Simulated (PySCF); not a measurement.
# V: excitation energy

V [Ar] 3d3 4s2 (4F) → V [Ar] 3d3 4s1 4p1 (high-spin determinant), as a difference of total energies. All numbers are calculated (PySCF 2.14, scalar relativity by spin-free X2C-1e, in x2c-TZVPPall (6s5p4d2f1g, 64 functions)). Correlated levels: valence: [Ar] frozen; valence and next inner shell: [Ne] frozen. The calculations carry no spin-orbit coupling.

```
                                method  excitation energy (eV)
                                   UHF                   1.116
                                   LDA                   2.305
                                   PBE                   2.100
                                  PBE0                   1.951
                                r2SCAN                   1.735
                                  BLYP                   2.514
                                  MN15                   2.656
                             CAM-B3LYP                   2.323
                                 TPSSh                   1.953
                         MP2 (valence)                   1.832
                     SCS-MP2 (valence)                   2.104
    MP2 (valence and next inner shell)                   1.987
SCS-MP2 (valence and next inner shell)                   2.168
```

Task: How much does correlation contribute at MP2 (valence and next inner shell)?

Result: 1.987 − (1.116) = 0.871 eV, measured against UHF.

A first-order spin-orbit estimate (lowest level to lowest level, LS coupling) adds -0.011 eV.

The basis was made for the ground configuration and has no added diffuse functions, so the excitation energy can come out too high.

The determinant of the upper state mixes LS terms, which raises its energy above the lowest term, most at the Hartree-Fock and MP2 levels.
